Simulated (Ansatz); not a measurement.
`C[SiH](Cl)Br` + H₂ → `Cl[SiH2]Br` + CH₄ at 400 K and 1 bar (hydrogenolysis of the Si–C bond).

Program: Ansatz. Geometries: PBE0-D4/def2-TZVP. ΔE: electronic, gas phase. CCSD(T)/CBS adds triple-zeta CCSD(T) − MP2 to the extrapolated MP2 energy (def2 sets, frozen cores). This one scheme is used for every species. For Br outer-core shells are correlated without core-valence functions, which leaves a few kJ/mol of doubt a bond. Scalar relativity is left out up to krypton.

```
       species  CCSD(T)/CBS energy (Eh)  H − E (kJ/mol)  S (J/(mol·K))
`C[SiH](Cl)Br`              -3362.75163           156.4          370.1
            H₂                 -1.17544            38.0          139.0
  `Cl[SiH2]Br`              -3323.46904            73.3          324.7
           CH₄                -40.46206           131.3          197.2
```

H − E and S are ideal-gas, rigid-rotor, harmonic terms from PBE0-D4/def2-TZVP, for one conformer and one mirror image of each species. For small species the MP2-based limit differs from directly extrapolated CCSD(T) by up to some mEh (0.8 for H₂); such offsets cancel only in part. 1 Eh = 2625.50 kJ/mol, R = 8.31446 J/(mol·K).

Task: By hand: ΔE, ΔH, ΔS and ΔG.

Result: ΔE = (-3323.46904) + (-40.46206) − (-3362.75163) − (-1.17544) = -0.00403 Eh = -10.6 kJ/mol. Δ(H − E) = 73.3 + 131.3 − 156.4 − 38.0 = 10.2, so ΔH = -0.4 kJ/mol. ΔS = 324.7 + 197.2 − 370.1 − 139.0 = 12.8 J/(mol·K). ΔG = -0.4 − 400 × (12.8)/1000 = -5.5 kJ/mol.

Task: By hand: the equilibrium constant, and the temperature at which ΔG would vanish if ΔH and ΔS stayed fixed.

Result: log₁₀ K = −ΔG/(RT ln 10) = 0.7. ΔH and −TΔS have one sign here, so there is no such temperature.

TΔS isn't small against ΔH here. The sign of ΔG lies within the doubt. A doubt of 5 kJ/mol in ΔE shifts log₁₀ K by 0.7 here. Other conformers and mirror images would add mixing entropy, several J/(mol·K) or more a flexible species. These are equilibria of isolated gas molecules and say nothing of rates. Largest T1 diagnostic: 0.008 (customary marks: 0.02 for closed shells, 0.045 for open ones).

ΔS is within the doubt of such terms, so its sign, and with it that verdict, could turn.
